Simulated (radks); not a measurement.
The numbers below are computed, except where a source is named.
Problem. V3+, 20 electrons, occupied as [Ar] 3d2. Code: a radial shooting solver on a logarithmic mesh with Libxc functionals. Model: Dirac Kohn-Sham, PBEsol, spin-unpolarised, spherical densities, point nucleus; open shells are shared between the two j in proportion to 2j + 1. Some entries of the table are withheld. Estimate them.

| orbital | occ. | eigenvalue (hartree) | <r> (bohr) | <1/r> (bohr^-1) |
|---|---|---|---|---|
| 1s1/2 | 2 | -198.1512 | 0.06649 | 22.82 |
| 2s1/2 | 2 | -23.39656 | 0.3083 | 4.808 |
| 2p1/2 | 2 | -19.92759 | 0.2724 | 4.746 |
| 2p3/2 | 4 | -19.66720 | 0.2751 | 4.680 |
| 3s1/2 | 2 | (1) | 0.9378 | 1.505 |
| 3p1/2 | 2 | -2.85665 | (2) | 1.388 |
| 3p3/2 | 4 | -2.82477 | (3) | 1.374 |
| 3d3/2 | 0.8 | -1.35828 | (4) | 1.093 |
| 3d5/2 | 1.2 | -1.35516 | (5) | 1.090 |
| 4s1/2 | 0 | -1.00948 | (6) | 0.5298 |
| 4p1/2 | 0 | -0.79525 | 2.852 | (7) |
| 4p3/2 | 0 | -0.79084 | 2.867 | (8) |

Solution. 
(1) 3s1/2 eigenvalue (hartree): -3.80514
(2) 3p1/2 <r> (bohr): 0.9889
(3) 3p3/2 <r> (bohr): 0.9965
(4) 3d3/2 <r> (bohr): 1.175
(5) 3d5/2 <r> (bohr): 1.177
(6) 4s1/2 <r> (bohr): 2.518
(7) 4p1/2 <1/r> (bohr^-1): 0.4650
(8) 4p3/2 <1/r> (bohr^-1): 0.4623
